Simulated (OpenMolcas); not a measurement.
Fe2+ (d6) in a complex was computed by CASSCF with the d shell active (OpenMolcas, ANO-RCC-VTZP on the metal). Its lowest spin-free states, and all those of the highest spin:

```csv
2S+1,Degeneracy,E (cm-1)
5,1,0.0
5,2,1196
5,1,3465
5,1,9857
3,1,18227
3,2,18465
3,1,20686
3,2,22183
3,1,22744
3,1,24311
3,2,24368
3,1,24547
```

Task: Is the site octahedral, tetrahedral or cube-like, axial, or of lower symmetry?

Result: The states with 2S+1 = 5 have orbital degeneracies 1, 2, 1, 1. There are pairs but no triples, so the site is axial: not cubic, but with a proper or improper axis of order three or more. The run had Fe2+ with 4 ligands (chloride) in square-planar coordination (D4h) at 2.4 Å. A charge of +0.5 e stands 3.2 Å behind each ligand. Ligand basis ANO-RCC-VDZP.

Without dynamic correlation the repulsion within the d shell is too large (B by tens of per cent), so at a given field states of lower spin stand too high. Ligand-to-metal charge-transfer states are missing. With no ligand orbital active B as a rule stays too high, so bands that hang on it stand too high and its fall with covalency is understated. With metal d orbitals alone and no dynamic correlation the field as a rule comes out too small, by tens of per cent, by up to half for chloride and softer ligands, and the orbital part of g and χT, which goes as 1/10Dq, too large. No measured value stands beside these numbers; the geometry is a model, was not optimised and need not be the one that this ion takes.
